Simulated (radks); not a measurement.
Problem. All-electron atom: Tm2+ in [Xe] 4f12.75 5d0.25 (fractional occupations, a model configuration). All-electron calculation, Dirac Kohn-Sham, B86b exchange with PBE correlation, spin-unpolarised, spherical densities, finite nucleus; open shells fill j = l - 1/2 first; Fermi nuclear charge, rms radius 5.2256 fm. Program: a radial shooting solver on a logarithmic mesh with Libxc functionals. Some entries of the table are withheld. Estimate them.

| orbital | occ. | eigenvalue (Ry) | r(max) (bohr) | <r^2> (bohr^2) |
|---|---|---|---|---|
| 1s1/2 | 2 | -4352.904 | 0.01261 | 0.0005486 |
| 2s1/2 | 2 | -734.9700 | 0.07207 | (1) |
| 2p1/2 | 2 | (2) | (3) | 0.006089 |
| 2p3/2 | 4 | (4) | (5) | 0.007304 |
| 3s1/2 | 2 | -166.0974 | 0.2035 | 0.05570 |
| 3p1/2 | 2 | -150.9858 | 0.1912 | 0.05147 |
| 3p3/2 | 4 | -135.7713 | 0.2043 | 0.05826 |
| 3d3/2 | 4 | -109.9628 | 0.1611 | 0.04576 |
| 3d5/2 | 6 | -106.6380 | 0.1648 | 0.04764 |
| 4s1/2 | 2 | -33.67331 | 0.4648 | 0.2799 |
| 4p1/2 | 2 | -27.59221 | 0.4665 | (6) |
| 4p3/2 | 4 | -24.15843 | 0.4945 | (7) |
| 4d3/2 | 4 | -14.14808 | 0.4962 | (8) |
| 4d5/2 | 6 | -13.52318 | 0.5052 | (9) |
| 5s1/2 | 2 | -5.06050 | 1.091 | (10) |
| 5p1/2 | 2 | -3.41145 | 1.190 | 2.168 |
| 5p3/2 | 4 | -2.98324 | 1.278 | 2.525 |
| 4f5/2 | 6 | -1.44644 | 0.4927 | 0.8176 |
| 4f7/2 | 6.75 | -1.35710 | 0.4981 | 0.8628 |
| 5d3/2 | 0.25 | -1.03404 | 1.818 | 6.598 |
| 5d5/2 | 0 | -1.00601 | 1.871 | 6.944 |

Solution. 
(1) 2s1/2 <r^2> (bohr^2): 0.008457
(2) 2p1/2 eigenvalue (Ry): -700.6732
(3) 2p1/2 r(max) (bohr): 0.05403
(4) 2p3/2 eigenvalue (Ry): -628.6201
(5) 2p3/2 r(max) (bohr): 0.06035
(6) 4p1/2 <r^2> (bohr^2): 0.2918
(7) 4p3/2 <r^2> (bohr^2): 0.3295
(8) 4d3/2 <r^2> (bohr^2): 0.3708
(9) 4d5/2 <r^2> (bohr^2): 0.3857
(10) 5s1/2 <r^2> (bohr^2): 1.695
